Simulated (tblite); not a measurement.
A geometry optimisation, step by step.

C5H9BOSi.
Atom-mapped SMILES: `[CH3:1][O:2][C:3]1=[CH:4][CH:5]=[CH:6][SiH2:7][BH:8]1` (hydrogens: H9, H10, H11 on C1; H12 on C4; H13 on C5; H14 on C6; H15, H16 on Si7; H17 on B8)

Computed with GFN2-xTB (tblite), gas phase: L-BFGS steps from a force-field or distance-geometry start until the largest atomic force falls under 0.01 eV/Å. 9 of its 135 geometries are shown.

Step 0: E = -604.4308 eV, largest atomic force 4.784 eV/Å
```
atom  x, y, z in Å  |  force x, y, z in eV/Å
C1      2.823    0.305    0.137    0.309   0.164  -0.696
O2      1.844    0.510   -0.890    0.877   0.049   0.652
C3      0.534    0.196   -0.525    0.798   3.829  -2.089
C4      0.302   -0.990   -0.084   -0.527  -4.447   1.682
C5     -0.966   -1.543    0.355    0.785  -0.709   0.003
C6     -2.117   -0.898    0.336   -0.754   0.175   0.317
Si7    -2.327    0.842   -0.224    0.779   1.137  -0.988
B8     -0.501    1.343   -0.723    0.032   0.324   1.637
H9      3.800    0.594   -0.309   -0.620  -0.034   0.248
H10     2.919   -0.748    0.457   -0.176   0.421  -0.025
H11     2.593    0.965    0.993    0.140  -0.327  -0.180
H12     1.163   -1.688    0.001   -0.637   0.316   0.095
H13    -0.992   -2.577    0.720    0.441   0.303  -0.213
H14    -2.975   -1.420    0.677   -0.681  -0.502   0.192
H15    -2.768    1.746    0.845   -0.291  -0.150   0.141
H16    -3.179    0.938   -1.401   -0.639  -0.132  -0.029
H17    -0.160    2.440   -0.376    0.162  -0.419  -0.746
```

Step 17: E = -605.0656 eV, largest atomic force 0.176 eV/Å
```
atom  x, y, z in Å  |  force x, y, z in eV/Å
C1      2.882    0.311    0.121    0.021  -0.004   0.045
O2      1.890    0.543   -0.849    0.005  -0.100   0.077
C3      0.573    0.236   -0.494   -0.023   0.113   0.027
C4      0.275   -1.015   -0.040    0.098   0.105  -0.080
C5     -1.004   -1.541    0.352    0.071   0.029  -0.048
C6     -2.171   -0.882    0.337    0.025  -0.061   0.036
Si7    -2.292    0.911   -0.229    0.038   0.060  -0.081
B8     -0.430    1.401   -0.562   -0.111   0.029   0.069
H9      3.828    0.623   -0.322   -0.056   0.004  -0.010
H10     2.966   -0.740    0.425   -0.030   0.088  -0.049
H11     2.678    0.926    1.010    0.085  -0.098  -0.014
H12     1.093   -1.723    0.029    0.018  -0.070   0.072
H13    -0.973   -2.577    0.677   -0.004  -0.013  -0.017
H14    -3.049   -1.434    0.632   -0.124  -0.024   0.025
H15    -2.995    1.613    0.864    0.005   0.025   0.054
H16    -3.293    0.873   -1.317    0.082   0.026  -0.011
H17     0.015    2.487   -0.644   -0.101  -0.109  -0.094
```

Step 34: E = -605.1234 eV, largest atomic force 0.176 eV/Å
```
atom  x, y, z in Å  |  force x, y, z in eV/Å
C1      2.933    0.288    0.138    0.074  -0.055   0.032
O2      1.866    0.697   -0.681   -0.054  -0.066   0.154
C3      0.566    0.304   -0.381   -0.050  -0.009  -0.088
C4      0.274   -0.969    0.017    0.032   0.017   0.055
C5     -1.014   -1.540    0.332    0.057   0.063   0.007
C6     -2.197   -0.906    0.351    0.034   0.020  -0.102
Si7    -2.316    0.905   -0.162    0.001   0.058  -0.085
B8     -0.486    1.411   -0.587   -0.048  -0.091   0.037
H9      3.843    0.613   -0.362    0.019   0.058  -0.062
H10     2.999   -0.793    0.290   -0.084  -0.032  -0.034
H11     2.873    0.783    1.115   -0.026  -0.070   0.012
H12     1.087   -1.680    0.122    0.035   0.033   0.004
H13    -0.982   -2.595    0.593    0.082   0.052   0.001
H14    -3.069   -1.484    0.631    0.014   0.056  -0.001
H15    -3.060    1.587    0.911   -0.018   0.014   0.028
H16    -3.203    0.945   -1.346   -0.063  -0.065   0.049
H17    -0.119    2.445   -0.991   -0.004   0.018  -0.006
```

Step 50: E = -605.2111 eV, largest atomic force 0.163 eV/Å
```
atom  x, y, z in Å  |  force x, y, z in eV/Å
C1      2.953    0.211    0.133   -0.078  -0.025  -0.050
O2      1.846    0.913   -0.382   -0.052  -0.027   0.038
C3      0.563    0.422   -0.242    0.021   0.029  -0.117
C4      0.309   -0.862    0.152    0.000   0.046  -0.081
C5     -0.972   -1.489    0.359    0.041   0.077   0.096
C6     -2.176   -0.903    0.286    0.024  -0.073  -0.061
Si7    -2.360    0.886   -0.270    0.019  -0.050   0.033
B8     -0.533    1.424   -0.678   -0.012  -0.120   0.014
H9      3.838    0.635   -0.344   -0.058   0.065   0.061
H10     2.909   -0.855   -0.104    0.131  -0.002  -0.013
H11     3.018    0.344    1.221    0.003  -0.079  -0.081
H12     1.147   -1.533    0.321   -0.118   0.063   0.094
H13    -0.901   -2.536    0.646   -0.005   0.042   0.011
H14    -3.044   -1.498    0.538    0.002  -0.031  -0.020
H15    -2.979    1.576    0.875   -0.070   0.064   0.066
H16    -3.413    0.865   -1.307    0.077   0.022  -0.017
H17    -0.211    2.412   -1.214    0.075   0.001   0.029
```

Step 67: E = -605.2858 eV, largest atomic force 0.063 eV/Å
```
atom  x, y, z in Å  |  force x, y, z in eV/Å
C1      2.941    0.170    0.047   -0.028   0.026  -0.020
O2      1.834    0.914   -0.395   -0.034  -0.012   0.011
C3      0.557    0.425   -0.243   -0.013   0.018   0.004
C4      0.312   -0.812    0.278    0.001   0.022  -0.001
C5     -0.964   -1.459    0.452    0.014   0.042   0.023
C6     -2.175   -0.923    0.242   -0.003  -0.004   0.031
Si7    -2.365    0.870   -0.306    0.047  -0.016  -0.039
B8     -0.537    1.415   -0.698    0.022   0.002   0.014
H9      3.811    0.778   -0.190    0.039   0.001   0.009
H10     3.020   -0.790   -0.473    0.003  -0.022  -0.003
H11     2.901    0.000    1.129    0.009  -0.033   0.010
H12     1.148   -1.426    0.597   -0.002   0.007  -0.048
H13    -0.887   -2.487    0.798   -0.003   0.033  -0.013
H14    -3.040   -1.546    0.424   -0.010  -0.014   0.015
H15    -2.975    1.575    0.842   -0.037  -0.010   0.017
H16    -3.403    0.876   -1.352    0.010  -0.002  -0.025
H17    -0.187    2.433   -1.163   -0.015  -0.037   0.016
```

Step 84: E = -605.2947 eV, largest atomic force 0.040 eV/Å
```
atom  x, y, z in Å  |  force x, y, z in eV/Å
C1      2.937    0.154    0.032    0.010  -0.009   0.005
O2      1.839    0.937   -0.360    0.005   0.001   0.013
C3      0.559    0.454   -0.210    0.016   0.005  -0.010
C4      0.318   -0.800    0.271    0.004   0.019   0.020
C5     -0.955   -1.437    0.485    0.011  -0.004  -0.016
C6     -2.171   -0.914    0.264   -0.001  -0.006   0.036
Si7    -2.368    0.868   -0.315    0.014  -0.028  -0.017
B8     -0.539    1.442   -0.653    0.013  -0.002  -0.011
H9      3.821    0.765   -0.143   -0.019   0.019  -0.021
H10     3.011   -0.764   -0.560    0.017  -0.018  -0.029
H11     2.888   -0.107    1.094    0.002   0.008   0.027
H12     1.160   -1.432    0.529   -0.016  -0.008   0.000
H13    -0.873   -2.451    0.865   -0.006  -0.009  -0.023
H14    -3.028   -1.536    0.482   -0.020   0.016   0.008
H15    -3.076    1.538    0.794   -0.026   0.028   0.011
H16    -3.332    0.852   -1.431   -0.005  -0.017  -0.018
H17    -0.199    2.444   -1.153    0.001   0.004   0.025
```

Step 100: E = -605.3003 eV, largest atomic force 0.020 eV/Å
```
atom  x, y, z in Å  |  force x, y, z in eV/Å
C1      2.943    0.147    0.016    0.001   0.010   0.001
O2      1.839    0.929   -0.362    0.006   0.003   0.002
C3      0.559    0.450   -0.207    0.007   0.001   0.003
C4      0.316   -0.813    0.250    0.003   0.000   0.002
C5     -0.959   -1.437    0.491   -0.002   0.004   0.010
C6     -2.174   -0.893    0.320    0.000  -0.005   0.001
Si7    -2.370    0.867   -0.320    0.006  -0.007  -0.004
B8     -0.537    1.460   -0.603    0.001  -0.008  -0.007
H9      3.816    0.779   -0.141    0.011  -0.005  -0.015
H10     3.036   -0.755   -0.599   -0.011   0.013   0.011
H11     2.893   -0.136    1.074   -0.001  -0.012  -0.009
H12     1.157   -1.457    0.477   -0.005  -0.004   0.004
H13    -0.880   -2.455    0.861    0.004  -0.002   0.000
H14    -3.033   -1.500    0.571   -0.006  -0.002  -0.013
H15    -3.170    1.569    0.704   -0.011   0.011  -0.001
H16    -3.253    0.769   -1.501    0.005   0.000   0.007
H17    -0.191    2.488   -1.042   -0.005   0.004   0.006
```

Step 117: E = -605.3013 eV, largest atomic force 0.022 eV/Å
```
atom  x, y, z in Å  |  force x, y, z in eV/Å
C1      2.944    0.145    0.002   -0.003  -0.001  -0.009
O2      1.837    0.942   -0.336    0.004  -0.001   0.009
C3      0.559    0.458   -0.181    0.007  -0.010   0.003
C4      0.316   -0.805    0.275    0.007  -0.001  -0.003
C5     -0.959   -1.435    0.503   -0.002   0.009   0.002
C6     -2.174   -0.895    0.320   -0.010   0.004  -0.001
Si7    -2.370    0.864   -0.323   -0.007  -0.007  -0.013
B8     -0.537    1.465   -0.581   -0.003   0.002  -0.009
H9      3.820    0.766   -0.177    0.000   0.000   0.002
H10     3.004   -0.750   -0.627    0.004  -0.013   0.005
H11     2.923   -0.153    1.056    0.006   0.003  -0.006
H12     1.156   -1.449    0.506    0.006  -0.004   0.006
H13    -0.878   -2.455    0.868   -0.003   0.010   0.000
H14    -3.035   -1.507    0.552   -0.001  -0.001   0.002
H15    -3.197    1.578    0.672   -0.002  -0.014   0.003
H16    -3.228    0.751   -1.522    0.003   0.003   0.005
H17    -0.190    2.494   -1.016   -0.007   0.020   0.005
```

Step 134: E = -605.3023 eV, largest atomic force 0.009 eV/Å
```
atom  x, y, z in Å  |  force x, y, z in eV/Å
C1      2.946    0.137   -0.018    0.006  -0.003   0.001
O2      1.839    0.945   -0.324   -0.001  -0.002  -0.007
C3      0.560    0.464   -0.166   -0.004   0.003   0.008
C4      0.315   -0.796    0.297    0.001   0.002   0.000
C5     -0.960   -1.428    0.517    0.003   0.002   0.001
C6     -2.175   -0.898    0.309    0.004   0.000  -0.001
Si7    -2.370    0.857   -0.344   -0.001   0.000   0.008
B8     -0.537    1.475   -0.556   -0.004   0.005  -0.006
H9      3.824    0.746   -0.230   -0.002   0.002  -0.001
H10     2.975   -0.764   -0.642   -0.001  -0.005   0.000
H11     2.958   -0.154    1.038   -0.002  -0.002   0.004
H12     1.156   -1.435    0.543   -0.002  -0.006  -0.001
H13    -0.880   -2.444    0.894   -0.001   0.003  -0.001
H14    -3.037   -1.513    0.532    0.007  -0.003  -0.003
H15    -3.221    1.555    0.643   -0.001   0.001  -0.005
H16    -3.205    0.742   -1.557    0.000   0.001   0.000
H17    -0.192    2.523   -0.946   -0.003   0.001   0.002
```

Q: Summarise the path.

A: The energy falls by 20.10 kcal/mol from step 0 to step 134; nine tenths of that is first reached at step 51. It falls at every step. The largest force goes from 4.784 to 0.009 eV/Å. Among the bonds C3=C4 changes most, from 1.286 to 1.364 Å; the atoms move by 0.532 Å rms after alignment.

Q: Follow the three bonds and two angles with the largest change from start to end.

A: 
```csv
step,E above end (kcal/mol),largest force (eV/Å),C3=C4 (Å),C6–Si7 (Å),B8–H17 (Å),Si7–B8–H17 (°),B8–Si7–H15 (°)
0,20.10,4.784,1.286,1.840,1.200,115.2,108.0
6,7.72,0.328,1.363,1.902,1.169,120.2,108.4
12,6.04,0.231,1.359,1.893,1.170,126.8,112.7
17,5.46,0.176,1.363,1.885,1.177,127.1,117.4
23,4.98,0.178,1.364,1.889,1.168,126.9,120.4
29,4.48,0.154,1.364,1.884,1.172,125.9,121.0
35,3.94,0.242,1.363,1.879,1.174,127.1,121.2
41,3.05,0.179,1.364,1.892,1.167,127.1,122.1
47,2.43,0.182,1.364,1.885,1.171,126.4,117.7
52,1.85,0.165,1.365,1.878,1.171,126.1,114.2
58,1.04,0.203,1.364,1.883,1.170,128.3,110.2
64,0.47,0.134,1.364,1.888,1.173,126.8,113.9
70,0.35,0.041,1.364,1.882,1.170,127.0,114.8
76,0.29,0.048,1.364,1.884,1.170,127.0,115.4
82,0.19,0.048,1.364,1.885,1.171,127.0,116.1
87,0.15,0.050,1.364,1.883,1.170,126.7,116.8
93,0.08,0.055,1.365,1.884,1.172,127.0,118.3
99,0.05,0.022,1.364,1.884,1.171,126.9,117.6
105,0.04,0.020,1.365,1.883,1.171,126.6,117.6
111,0.03,0.019,1.364,1.883,1.171,126.6,117.8
117,0.02,0.022,1.364,1.884,1.170,126.9,117.9
122,0.02,0.019,1.364,1.883,1.171,126.9,117.8
128,0.00,0.022,1.364,1.883,1.171,126.8,117.9
134,0.00,0.009,1.364,1.883,1.171,126.8,117.7
```

The cost below is that of the whole relaxation. On one thread, Arm Neoverse V2 (aarch64), shared host with 96 logical CPUs at a one-minute load of 24, this took 0.77 s of wall time.
